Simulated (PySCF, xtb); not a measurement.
C2H5ClSi, SMILES [SiH3]/C=C\Cl.

Harmonic wavenumbers (cm⁻¹) from GFN2-xTB (xtb 6.7.1) at its own minimum, in rising order: 106, 119, 295, 447, 554, 580, 677, 728, 769, 780, 789, 799, 884, 1147, 1261, 1637, 2258, 2265, 2268, 3043, 3065.

Problem. What does ωB97X-D3(BJ)/def2-SVP in PySCF 2.14.0 give at its own minimum? (Estimate from the structure and the level; the computed values follow.)

Solution. 125, 142, 322, 478, 640, 655, 723, 745, 840, 946, 962, 966, 992, 1163, 1328, 1695, 2261, 2265, 2266, 3197, 3234. Paired by order, the mean absolute difference is 70 cm⁻¹ and the zero-point energies are 35.0 and 37.1 kcal/mol.
